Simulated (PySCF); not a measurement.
A PySCF script (with the pyscf-properties extension) for the NMR shieldings of SMILES CBOBCCC, C4H12B2O, on a GFN2-xTB geometry:

```python
import basis_set_exchange as bse
import numpy as np
from pyscf import gto, dft
from pyscf.prop import nmr

atoms = """
C     3.065740    0.582723   -0.493287
B     2.042620   -0.573672   -0.895662
O     1.206029   -1.059776   -0.026255
B     0.340925   -1.468876    0.852489
C    -1.092980   -0.768494    0.993344
C    -1.339627    0.393032    0.028390
C    -2.732137    0.991609    0.194360
H     2.946513    0.909773    0.536762
H     4.092854    0.247172   -0.620546
H     2.944563    1.451000   -1.137512
H     2.042723   -1.015185   -1.993146
H     0.622276   -2.381111    1.551159
H    -1.874176   -1.520223    0.849627
H    -1.219160   -0.409694    2.018870
H    -0.589414    1.168905    0.198074
H    -1.218932    0.040584   -0.998898
H    -2.876928    1.828062   -0.486234
H    -2.875781    1.349139    1.212131
H    -3.494914    0.244281   -0.014588
"""
names = dict.fromkeys(["C", "B", "O", "H"], "pcSseg-1")
basis = {el: gto.basis.parse(bse.get_basis(n, elements=[el], fmt="nwchem")) for el, n in names.items()}
mol = gto.M(atom=atoms, basis=basis, charge=0, verbose=0)
mf = dft.RKS(mol, xc="PBE0")
mf.grids.level = 2
mf.grids.alignment = dft.numint.BLKSIZE   # the property module wants whole blocks of grid points
mf.conv_tol = 1e-9
mf.kernel()

calc = nmr.RKS(mf)   # GIAO
C = mf.mo_coeff
Co = C[:, mf.mo_occ > 0]
resp = mf.gen_response(singlet=True, hermi=2)
def vind(x):   # induced exchange potential for any number of trial vectors
    d = np.einsum("pi,xij,qj->xpq", C, 2 * x.reshape(-1, C.shape[1], Co.shape[1]), Co, optimize=True)
    return np.einsum("xpq,pi,qj->xij", resp(d - d.transpose(0, 2, 1)), C, Co, optimize=True).ravel()
mo1, _ = nmr.rhf.solve_mo1(calc, with_cphf=vind)
sigma = calc.kernel(mo1)
for i, s in enumerate(sigma):   # ppm
    w = np.linalg.eigvalsh((s + s.T) / 2)
    print("%2d %-2s iso %8.1f  s11 %8.1f  s22 %8.1f  s33 %8.1f" % (i, mol.atom_pure_symbol(i), w.mean(), *w))
```

Task: What does it print?

Result: 
```
 0 C  iso    175.8  s11    159.7  s22    173.3  s33    194.4
 1 B  iso     57.5  s11      3.9  s22     61.4  s33    107.3
 2 O  iso     17.9  s11   -106.9  s22     71.8  s33     88.9
 3 B  iso     57.3  s11      5.1  s22     62.2  s33    104.7
 4 C  iso    156.6  s11    133.0  s22    153.6  s33    183.3
 5 C  iso    166.7  s11    162.5  s22    166.3  s33    171.1
 6 C  iso    167.8  s11    155.3  s22    160.9  s33    187.3
 7 H  iso     31.5  s11     27.9  s22     30.4  s33     36.1
 8 H  iso     31.0  s11     27.7  s22     28.3  s33     37.0
 9 H  iso     31.0  s11     27.9  s22     28.9  s33     36.1
10 H  iso     26.1  s11     24.1  s22     25.8  s33     28.3
11 H  iso     26.0  s11     24.2  s22     24.7  s33     29.2
12 H  iso     30.7  s11     27.1  s22     29.4  s33     35.6
13 H  iso     30.7  s11     27.3  s22     29.3  s33     35.4
14 H  iso     30.6  s11     25.0  s22     30.7  s33     36.0
15 H  iso     30.5  s11     25.3  s22     30.7  s33     35.5
16 H  iso     30.4  s11     25.5  s22     28.0  s33     37.8
17 H  iso     30.8  s11     27.0  s22     28.8  s33     36.6
18 H  iso     30.8  s11     27.0  s22     28.7  s33     36.8
```

These numbers come from an equivalent density-fitted implementation of the same equations, which agrees with the script to about 0.01 ppm for H and up to a few tenths of a ppm for heavy atoms, so last digits may differ.

Size and cost of the density-fitted run: 179 basis functions, 49 s wall time on 1 thread of an Arm Neoverse N1, shared host; peak memory 0.81 GiB.
